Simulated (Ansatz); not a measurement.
`C=C[CH2][AlH][Cl]` + `N[SiH3]` → `[SiH3][NH][AlH][Cl]` + `C=CC` at 298.15 K and 1 bar (ligand exchange at the Al–C bond).

Gas-phase electronic energies from Ansatz, PBE0-D4/def2-TZVP geometries. CCSD(T)/CBS is the MP2 limit (def2-TZVPP, def2-QZVPP) plus CCSD(T) − MP2 in def2-TZVPP, frozen cores. This one scheme is used for every species. Each species was taken in one conformer, which may not be the lowest.

| species | CCSD(T)/CBS energy (Eh) | H − E (kJ/mol) | S (J/(mol·K)) |
| --- | --- | --- | --- |
| `C=C[CH2][AlH][Cl]` | -819.61045 | 226.5 | 343.5 |
| `N[SiH3]` | -346.80422 | 145.7 | 264.3 |
| `[SiH3][NH][AlH][Cl]` | -1048.70845 | 151.8 | 352.3 |
| `C=CC` | -117.74610 | 222.5 | 264.5 |

H − E and S are ideal-gas, rigid-rotor, harmonic terms from PBE0-D4/def2-TZVP, for one conformer and one mirror image of each species. 1 Eh = 2625.50 kJ/mol, R = 8.31446 J/(mol·K).

By hand: ΔE, ΔH, ΔS and ΔG.

ΔE = (-1048.70845) + (-117.74610) − (-819.61045) − (-346.80422) = -0.03988 Eh = -104.7 kJ/mol. Δ(H − E) = 151.8 + 222.5 − 226.5 − 145.7 = 2.1, so ΔH = -102.6 kJ/mol. ΔS = 352.3 + 264.5 − 343.5 − 264.3 = 9.0 J/(mol·K). ΔG = -102.6 − 298.15 × (9.0)/1000 = -105.3 kJ/mol.

By hand: the equilibrium constant, and the temperature at which ΔG would vanish if ΔH and ΔS stayed fixed.

log₁₀ K = −ΔG/(RT ln 10) = 18.4. ΔH and −TΔS have one sign here, so there is no such temperature.

The number of gas molecules stays the same, so ΔS is small and ΔH decides. A doubt of 5 kJ/mol in ΔE shifts log₁₀ K by 0.9 here. Other conformers and mirror images would add mixing entropy, several J/(mol·K) or more a flexible species. Modes under 60 cm⁻¹, often nearly free rotors, make the harmonic entropy too high. These are equilibria of isolated gas molecules and say nothing of rates. Largest T1 diagnostic: 0.011 (customary marks: 0.02 for closed shells, 0.045 for open ones).

ΔS is within the doubt of such terms, so its sign, and with it that verdict, could turn.
